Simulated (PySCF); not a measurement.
# Ge: ionisation energy

Ge [Ar] 3d10 4s2 4p2 (3P) → Ge⁺ [Ar] 3d10 4s2 4p1 (2P), as a difference of total energies. All numbers are calculated (PySCF 2.14, a scalar-relativistic core potential, in aug-cc-pVQZ-PP with ECP10MDF). Correlated levels: valence: 3s2 3p6 3d10 frozen. The calculations carry no spin-orbit coupling.

| method | ionisation energy (eV) |
| --- | --- |
| UHF | 7.402 |
| MP2 (valence) | 7.782 |
| SCS-MP2 (valence) | 7.704 |
| CCSD (valence) | 7.797 |
| CCSD(T) (valence) | 7.831 |

Q: How much does correlation contribute at CCSD(T) (valence)?

A: 7.831 − (7.402) = 0.429 eV, measured against UHF.

Errors of the correlated levels include the incompleteness of this basis and the frozen core.

For comparison: 7.925 eV (measured; NIST levels, between the centres of gravity of the two terms).
